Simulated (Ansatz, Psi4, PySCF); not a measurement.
Process, species as SMILES: O[Si](O)(O)[SiH3] [trihydroxy(silyl)silane] -> O[Si](O)(O)[SiH2] + H atom (the H-Si bond breaks)

Wanted: bond dissociation energy (electronic), in kcal/mol. Conventions: non-relativistic; LANL2DZ with its own core potentials from Na on; dispersion terms only where a functional's name holds one; frozen cores in correlated levels; six Cartesian d functions in 6-31G* and its kin unless marked 5d; 6-311+G** with 5d, 6d on Na to Ar in Ansatz (a quantum-chemistry and plane-wave program); open shells spin-unrestricted; no spin-orbit coupling. Basis-set limits of correlation are two-point, X^-3; Hartree-Fock from the larger set. Ab initio and DFT rows: single points at B3LYP-D3(BJ) geometries (Ansatz).

Coupled cluster (Ansatz) is a level with limits of its own, used here on species with T1 under 0.025 (0.045 for open shells) and stable references: CCSD(T)/CBS(cc-pV(T+d)Z,cc-pV(Q+d)Z).

Value to compare with, CCSD(T)/CBS(cc-pV(T+d)Z,cc-pV(Q+d)Z) (Ansatz): 93.5 kcal/mol.

| level | program | bond dissociation energy (electronic) (kcal/mol) | difference |
|---|---|---|---|
| HF/STO-3G | Ansatz | 104.6 | 11.1 |
| HF/LANL2DZ | Ansatz | 69.4 | -24.1 |
| HF/6-31G* | Ansatz | 73.0 | -20.5 |
| PBE/STO-3G | Ansatz | 124.4 | 30.9 |
| PBE/6-31G* | Ansatz | 88.2 | -5.3 |
| BP86/def2-SVP | PySCF | 90.6 | -2.9 |
| B3LYP/6-31G | Ansatz | 88.1 | -5.4 |
| B3LYP/6-31G* | Ansatz | 91.8 | -1.7 |
| PBE0/6-311+G** | Ansatz | 88.3 | -5.2 |
| M06-2X/6-31G* (5d) | PySCF | 90.3 | -3.2 |
| wB97X-D/6-31G* | Psi4 | 92.8 | -0.7 |
| wB97X-D/6-311+G** | Psi4 | 92.3 | -1.2 |
| B3PW91/6-31G* (5d) | PySCF | 89.7 | -3.8 |
| B3LYP/def2-TZVPD | Ansatz | 91.9 | -1.6 |
| PBE0/def2-TZVPD | Ansatz | 88.6 | -4.9 |
| B2PLYP-D3(BJ)/def2-TZVPD | Ansatz + dftd3 | 91.4 | -2.1 |

Among the 13 habitual levels, PBE/STO-3G lies farthest from CCSD(T)/CBS(cc-pV(T+d)Z,cc-pV(Q+d)Z) (Ansatz) (30.9 kcal/mol); 2 of 13 lie above it, and their mean absolute difference is 8.9 kcal/mol, the median 5.2. One case shows no general order.

The levels are drawn from those run, B3LYP/6-31G* more often than the rest, none by its result; left out are runs that failed, that the program found above a lower state of the same kind, or whose <S^2> lies over 0.5 above the pure value.
